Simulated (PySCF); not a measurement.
Calculation: TPSSh-D3(BJ)/def2-TZVP // TPSS-D3(BJ)/def2-SVP (PySCF 2.14.0). All species are isolated molecules in the gas phase. 

Reference species: [Zn(Br)2] (neutral, multiplicity 1).

* **mean distance from the central atom to its bonded neighbours**: 2.236 Å
* **HOMO**: -7.90 eV
* **HOMO–LUMO gap**: 5.68 eV

Changed species: [Zn(F)2] (0 of 2 F replaced by Br; the reference has 2 of 2 F replaced by Br).

Q: Give the shifts of the mean distance from the central atom to its bonded neighbours, HOMO and HOMO–LUMO gap.

A: the mean distance from the central atom to its bonded neighbours drops by 0.500 Å, to 1.736 Å; the HOMO decreases by 1.53 eV, to -9.43 eV; the HOMO–LUMO gap rises by 1.37 eV, to 7.05 eV.
